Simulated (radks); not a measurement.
Radial electron density D(r) = 4 pi r^2 rho(r) of an atom or ion with 35 electrons. Method: scalar-relativistic Kohn-Sham, PBE, spin-polarised, spherical densities, point nucleus; computed with a radial shooting solver on a logarithmic mesh with Libxc functionals.

```
   r/bohr * D(r) (the largest magnitude, 51.2, reaches the edge; | marks zero)
 0.003245 |   *
 0.004225 |     *
 0.005546 |        *
  0.00728 |             *
 0.009555 |                   *
  0.01254 |                           *
  0.01646 |                                   *
  0.02161 |                                          *
  0.02836 |                                              *
  0.03693 |                                            *
  0.04848 |                                        *
  0.06363 |                                     *
  0.08352 |                                          *
   0.1096 |                                                   *
   0.1439 |                                                      *
   0.1889 |                                            *
   0.2479 |                               *
   0.3228 |                              *
   0.4237 |                                    *
   0.5562 |                                *
     0.73 |                  *
   0.9582 |        *
    1.258 |     *
    1.651 |    *
    2.167 |  *
    2.822 |*
    3.704 *
    4.861 *
    6.381 *
```

What is the nuclear charge?

Answer. Z = 35. The innermost maximum, from 1s, lies near gamma/Z bohr with gamma = sqrt(1 - (Z/c)^2) = 0.967, here 0.0276 bohr (found: 0.0300), and its height grows with Z. The density is that of neutral bromine in [Ar] 3d10 4s2 4p5; the configuration itself is not fixed sharply by these data, and Z only to about a unit. D(r) has 3 maxima, at r = 0.0300, 0.134, 0.448 bohr, and minima at 0.0621, 0.286 bohr, inside which lie 2.06, 11.04 electrons.
